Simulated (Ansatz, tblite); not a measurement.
(SnTe)n off: gap (eV) at several levels, gas phase, relaxed structures; Ansatz, xTB through tblite. Clusters are the lowest isomers that short searches found in that spin, judged at the geometry's level. Core potentials for Sn, Te in the def2 sets, no spin–orbit coupling. Singlets are spin-restricted. The structures are stationary points that may keep the symmetry of their start.

| species | state | geometry | GFN1-xTB | GFN2-xTB | PBE-D4/def2-SVP | PBE-D4/def2-TZVP | PBE0-D4/def2-TZVP |
| --- | --- | --- | --- | --- | --- | --- | --- |
| Sn2Te | singlet | r2SCAN-D4/def2-SVP | 1.29 | 1.39 | 0.81 | 0.82 | 2.24 |
| Sn2Te3 | singlet | PBE0-D4/def2-SVP | 2.02 | 2.25 | 1.58 | 1.64 | 3.23 |
| Sn4Te3 | singlet | r2SCAN-D4/def2-SVP | 2.60 | 2.63 | 2.04 | 2.02 | 3.30 |

Task: Estimate the column for PBE0-D4/def2-SVP.

Result: Sn2Te 2.24; Sn2Te3 3.18; Sn4Te3 3.32.

Over the 3 species that have every level, the mean is 1.97 at GFN1-xTB, 2.09 at GFN2-xTB, 1.48 at PBE-D4/def2-SVP, 1.49 at PBE-D4/def2-TZVP, 2.91 at PBE0-D4/def2-SVP, 2.92 at PBE0-D4/def2-TZVP. Orbital gaps grow with the share of exact exchange and aren't one observable across functionals.
